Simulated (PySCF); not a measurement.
## Atomic charges by several schemes

Compound: C4H14N2Si2.
Cartesian coordinates in Å at the GFN2-xTB level; atoms count from 1:
```xyz
22
C4H14N2Si2 angstrom
C     -0.813    2.889   -0.228
C     -0.966    1.615   -0.549
Si    -0.310    0.168    0.482
Si    -1.420   -1.779   -0.089
N     -2.975   -1.703    0.659
N      1.401    0.139    0.205
C      1.971    0.442   -1.082
C      2.223   -0.763    0.969
H     -0.275    3.179    0.659
H     -1.201    3.699   -0.829
H     -1.523    1.380   -1.450
H     -0.386    0.551    1.907
H     -1.487   -2.017   -1.553
H     -0.854   -3.025    0.451
H     -3.512   -0.855    0.594
H     -3.590   -2.497    0.587
H      2.080   -0.453   -1.710
H      1.335    1.157   -1.598
H      2.962    0.887   -0.952
H      2.320   -1.744    0.485
H      3.226   -0.343    1.087
H      1.784   -0.907    1.953
```

Density: PBE0/pcSseg-1 (PySCF); schemes: Mulliken, IAO, Hirshfeld and ESP-fitted. The structure is a single GFN2-xTB conformer in the gas phase; no vibrational or solvent corrections. GFN2-xTB frequencies show an imaginary mode (30i cm⁻¹), so this geometry is no minimum at that level.

Q: Tabulate the Mulliken, IAO, Hirshfeld and ESP-fitted charges.

A: In e:

| atom | environment | Mulliken | IAO | Hirshfeld | ESP-fitted |
| --- | --- | --- | --- | --- | --- |
| C1 | terminal =CH2 carbon | -0.129 | -0.264 | -0.073 | -0.342 |
| C2 | alkene CH carbon | -0.536 | -0.421 | -0.137 | -0.177 |
| Si3 | SiH silicon | +0.645 | +0.733 | +0.301 | +0.235 |
| Si4 | SiH2 silicon | +0.470 | +0.559 | +0.260 | +0.599 |
| N5 | silicon-bound nitrogen | -0.632 | -0.839 | -0.324 | -1.056 |
| N6 | silicon-bound nitrogen | -0.781 | -0.501 | -0.179 | -0.141 |
| C7 | N-methyl carbon | -0.076 | -0.297 | -0.075 | -0.361 |
| C8 | N-methyl carbon | -0.072 | -0.298 | -0.071 | -0.411 |
| H9 | vinylic hydrogen | +0.121 | +0.148 | +0.049 | +0.167 |
| H10 | vinylic hydrogen | +0.119 | +0.149 | +0.049 | +0.160 |
| H11 | vinylic hydrogen | +0.128 | +0.144 | +0.036 | +0.118 |
| H12 | Si–H hydrogen | -0.070 | -0.123 | -0.083 | -0.069 |
| H13 | Si–H hydrogen | -0.118 | -0.158 | -0.103 | -0.182 |
| H14 | Si–H hydrogen | -0.096 | -0.125 | -0.088 | -0.122 |
| H15 | N–H hydrogen | +0.191 | +0.256 | +0.111 | +0.377 |
| H16 | N–H hydrogen | +0.192 | +0.259 | +0.116 | +0.405 |
| H17 | methyl hydrogen | +0.089 | +0.111 | +0.027 | +0.117 |
| H18 | methyl hydrogen | +0.126 | +0.146 | +0.035 | +0.130 |
| H19 | methyl hydrogen | +0.106 | +0.132 | +0.037 | +0.136 |
| H20 | methyl hydrogen | +0.095 | +0.113 | +0.029 | +0.124 |
| H21 | methyl hydrogen | +0.108 | +0.135 | +0.040 | +0.151 |
| H22 | methyl hydrogen | +0.119 | +0.142 | +0.044 | +0.144 |

Mean size of the charges over all atoms: IAO 0.275 e, ESP-fitted 0.260 e, Mulliken 0.228 e, Hirshfeld 0.103 e. Each set sums to the total charge, 0, to within 0.001 e. The Hirshfeld scheme weights the molecular density at each point by an atom's share of the summed free-atom densities. The IAO scheme projects the occupied orbitals on a minimal set of polarised atomic orbitals and counts the electrons in each atom's part of it.

Lowest charge. The schemes don't all agree: Mulliken N6 (-0.781); IAO N5 (-0.839); Hirshfeld N5 (-0.324); ESP-fitted N5 (-1.056).

Highest charge. The schemes don't all agree: Mulliken Si3 (+0.645); IAO Si3 (+0.733); Hirshfeld Si3 (+0.301); ESP-fitted Si4 (+0.599).

Q: How many electrons does the Mulliken scheme count on C1?

A: Z − q = 6 − (-0.129) = 6.129.

Q: How closely do the schemes follow one another over all atoms?

A: Correlation coefficient and root-mean-square difference: IAO with Hirshfeld 0.98, 0.213 e; Mulliken with IAO 0.94, 0.114 e; Mulliken with Hirshfeld 0.93, 0.196 e; IAO with ESP-fitted 0.89, 0.158 e; Hirshfeld with ESP-fitted 0.87, 0.232 e; Mulliken with ESP-fitted 0.74, 0.237 e.

Q: Sum the charges by element.

A: 
| element | atoms | Mulliken | IAO | Hirshfeld | ESP-fitted |
| --- | --- | --- | --- | --- | --- |
| C | 4 | -0.813 | -1.280 | -0.357 | -1.291 |
| Si | 2 | +1.115 | +1.292 | +0.560 | +0.834 |
| N | 2 | -1.413 | -1.341 | -0.502 | -1.198 |
| H | 14 | +1.112 | +1.329 | +0.299 | +1.655 |
